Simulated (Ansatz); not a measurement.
`OB(S)S` → `O[B]S`• + `[SH]`•  (homolysis of the B–S bond)

Program: Ansatz. Geometries: PBE0-D4/def2-TZVP. ΔE: electronic, gas phase. CCSD(T)/CBS is extrapolated from def2-TZVPP and def2-QZVPP, frozen cores. DFT in def2-TZVPP. B3LYP here is the variant with VWN-RPA as its local correlation; programs differ in this. Open shells (•) are unrestricted, without spin–orbit coupling. Each species was taken in one conformer, which may not be the lowest.

```tsv
level	ΔE (kJ/mol)
PBE0-D4	435.7
B3LYP-D4	423.8
B3LYP	410.9
CCSD(T)/def2-TZVPP	431.3
```

Q: What does CCSD(T)/CBS give? (An estimate is asked.)

A: Ansatz gave: +443.1 kJ/mol. The listed levels differ from it by -7.4, -19.3, -32.2, -11.8 kJ/mol.

Largest T1 diagnostic among the species: 0.016.

In def2-TZVPP, CCSD(T) changes the Hartree–Fock value by +114.9 kJ/mol (the triples alone add +11.6 kJ/mol) and MP2 by +133.9 kJ/mol; breaking electron pairs costs correlation energy, which Hartree–Fock lacks. The D4 term adds +12.9 kJ/mol with B3LYP and +6.7 kJ/mol with PBE0; it sums over pairs of atoms, weighted by their polarisabilities, and B3LYP, whose exchange is more repulsive, gets the larger term.
